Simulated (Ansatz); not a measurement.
Mulliken charges of C$_{2}$H$_{4}$F$_{2}$Ge, SMILES `FC(F)=[CH][GeH3]` from PBE/def2-TZVPP in Ansatz (PBE0-D4/def2-TZVP geometry).

```csv
atom,x (Å),y (Å),z (Å),charge (e)
F1,2.737,-0.254,-0.459,-0.121
C2,1.424,-0.316,-0.479,0.334
F3,1.047,-1.088,-1.477,-0.123
C4,0.608,0.289,0.358,-0.302
Ge5,-1.317,0.133,0.243,0.121
H6,1.073,0.891,1.128,0.108
H7,-1.818,0.655,-1.113,-0.003
H8,-1.748,-1.333,0.407,-0.003
H9,-1.917,0.977,1.375,-0.011
```

Task: By hand: the dipole of these point charges (1 e Å = 4.8032 D).

Result: Σ q r = (-0.180, 0.075, 0.107) e Å, of length 0.222 e Å = 1.07 D.

Task: How does the dipole of the full density compare? (Estimate.)

Result: The calculation gave: (-0.061, 0.094, 0.126) e Å, 0.81 D; the point charges give 1.32 times that, at 33° from its direction.

Point charges leave out the atoms' own dipoles, such as those of lone pairs, and Mulliken's split depends on the basis, so the two needn't agree.
